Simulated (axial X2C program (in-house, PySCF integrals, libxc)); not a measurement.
## Outer orbitals of CoSb at 2.428 Å, BHandHLYP

Computed with an in-house all-electron X2C program for linear molecules (integrals from PySCF). Spin-free means the one-electron spin-free X2C Hamiltonian; two-component (2c) means X2C with spin–orbit coupling and atomic mean-field two-electron Coulomb and Gaunt terms, so the difference of the two also holds small scalar two-electron terms. Basis: Sb dyall-cv3z [11s12p8d4f1g], Co dyall-cv3z [9s10p6d3f2g] (cores contracted in-house); Gaussian nuclei, density fitting, unrestricted open shells. Masses: Sb 120.904 u, Co 58.933 u.

The distance is close to the 2c PBE0 minimum; the highest filled and lowest empty levels are listed.

Spin-free orbitals, state M_S = 2, Λ = 2 (beyond evenly filled blocks: σα, π+α, π-α, δ+α, δ+β, δ-α) (Löwdin shares):

| symmetry | occupied | ε (eV) | atomic character |
| --- | --- | --- | --- |
| σα | yes | -15.88 | 75% Sb s, 10% Co p, 8% Co s |
| σβ | yes | -13.96 | 75% Sb s, 10% Co p, 9% Co s |
| σα | yes | -10.65 | 92% Co d, 3% Sb p, 3% Sb s |
| δ+α | yes | -10.12 | 100% Co d |
| δ-α | yes | -10.12 | 100% Co d |
| π+α | yes | -9.92 | 96% Co d, 4% Sb p |
| π-α | yes | -9.92 | 96% Co d, 4% Sb p |
| π+β | yes | -8.11 | 95% Co d, 3% Sb p |
| δ+β | yes | -7.80 | 100% Co d |
| π-β | yes | -7.54 | 93% Co d, 5% Sb p |
| σα | yes | -7.00 | 60% Sb p, 33% Co s, 3% Sb s |
| σβ | yes | -6.76 | 67% Sb p, 23% Co s, 4% Sb s |
| π-α | yes | -6.38 | 85% Sb p, 8% Co p, 6% Co d |
| π+α | yes | -6.38 | 85% Sb p, 8% Co p, 6% Co d |
| π+β | no | -1.76 | 73% Sb p, 22% Co p, 5% Co d |
| π-β | no | -1.72 | 72% Sb p, 22% Co p, 6% Co d |
| σα | no | -1.61 | 40% Co s, 39% Co p, 17% Sb p |
| σβ | no | -1.52 | 50% Co s, 33% Co p, 11% Sb p |

Spinors with spin–orbit coupling (state Ω = 4):

| ω | occupied | ε (eV) | atomic character | λ mixture |
| --- | --- | --- | --- | --- |
| 1/2 | yes | -15.86 | 75% Sb s, 10% Co p, 8% Co s | 100% σ |
| -1/2 | yes | -13.96 | 75% Sb s, 10% Co p, 9% Co s | 100% σ |
| 1/2 | yes | -10.66 | 92% Co d, 3% Sb p, 3% Sb s | 100% σ |
| -3/2 | yes | -10.19 | 100% Co d | 100% δ |
| 5/2 | yes | -10.04 | 100% Co d | 100% δ |
| -1/2 | yes | -9.96 | 95% Co d, 4% Sb p | 100% π |
| 3/2 | yes | -9.87 | 96% Co d, 3% Sb p | 100% π |
| 1/2 | yes | -8.12 | 94% Co d, 4% Sb p | 100% π |
| 3/2 | yes | -7.87 | 100% Co d | 100% δ |
| -3/2 | yes | -7.56 | 94% Co d, 4% Sb p | 100% π |
| 1/2 | yes | -7.03 | 61% Sb p, 32% Co s, 3% Sb s | 99% σ, 1% π |
| -1/2 | yes | -6.94 | 75% Sb p, 14% Co s, 4% Co d | 66% σ, 34% π |
| -1/2 | yes | -6.40 | 77% Sb p, 10% Co s, 6% Co p | 66% π, 34% σ |
| 3/2 | yes | -6.15 | 85% Sb p, 9% Co p, 6% Co d | 100% π |
| 1/2 | no | -1.93 | 63% Sb p, 22% Co p, 9% Co s | 83% π, 17% σ |
| -3/2 | no | -1.60 | 71% Sb p, 24% Co p, 6% Co d | 100% π |
| 1/2 | no | -1.54 | 37% Co p, 32% Co s, 27% Sb p | 84% σ, 16% π |
| -1/2 | no | -1.52 | 49% Co s, 33% Co p, 12% Sb p | 100% σ |

**Question.** How does the gap between the highest filled and lowest empty level change from the spin-free to the 2c table?

**Answer.** From 4.62 to 4.22 eV at BHandHLYP, a change of -0.40 eV.

Mulliken charges and populations of the two-component result (they depend on the basis, above all on diffuse functions):

Sb -0.25 e (s 9.94 p 21.26 d 20.03 f 0.01), Co 0.25 e (s 6.72 p 12.14 d 7.89). ⟨Lz⟩ = 2.02 ħ and ⟨Sz⟩ = 1.98 ħ (0.89 and 1.09 on the two atoms), which add up to Ω.

One determinant describes the state; a PBE0 search over occupations chose it and may have missed a lower one. Density functionals use the spin component along the axis (collinear). PBE0 can misorder states that lie within some tenths of an eV, so this need not be the ground state of the molecule. The nearest other spin-free determinant of the search, M_S = 2, Λ = 3, lies 0.29 eV up at the distance of the search. Without a current term, density functionals place determinants with orbital angular momentum somewhat too high. With several unpaired electrons one determinant need not be a pure state. Open-shell Ω = 0 determinants with evenly filled partner blocks cannot be reached by this program, so the Ω shown need not be the lowest component.
